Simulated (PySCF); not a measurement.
## SMILES C#CC1=CC(=C2C=C2)C=C1, C10H6

Cartesian coordinates in Å; atom numbers follow the order of the lines, from 1:
```xyz
16

C     3.574    1.833    0.966
C     2.604    1.215    0.616
C     1.489    0.470    0.198
C     0.179    0.720    0.473
C    -0.610   -0.311   -0.164
C    -1.939   -0.430   -0.140
C    -3.255    0.003    0.257
C    -3.169   -1.091   -0.493
C     0.327   -1.193   -0.837
C     1.573   -0.726   -0.621
H     4.415    2.378    1.275
H    -0.221    1.529    1.055
H    -3.857    0.704    0.783
H    -3.656   -1.890   -0.999
H     0.040   -2.061   -1.402
H     2.498   -1.142   -0.977
```

Computed, not measured: quadratic response CAM-B3LYP/def2-SVPD first hyperpolarisability, Taylor convention, gas phase (PySCF). Geometry: GFN2-xTB.

(1) Give the tensor of the static β(0;0,0) in the axes of these coordinates.

## Answers

(1) In au, Taylor convention; rows are the first index (the induced dipole):
|  | xx | yy | zz | xy | xz | yz |
| --- | --- | --- | --- | --- | --- | --- |
| x | +73.4 | -92.6 | -41.5 | -111.4 | -84.5 | -39.7 |
| y | -111.4 | -44.4 | -13.0 | -92.6 | -39.7 | -21.5 |
| z | -84.5 | -21.5 | -3.3 | -39.7 | -41.5 | -13.0 |

Norm of βᵢ = ⅓ Σⱼ (βᵢⱼⱼ + βⱼᵢⱼ + βⱼⱼᵢ): 210.1 au, hyper-Rayleigh value 116.9 au.
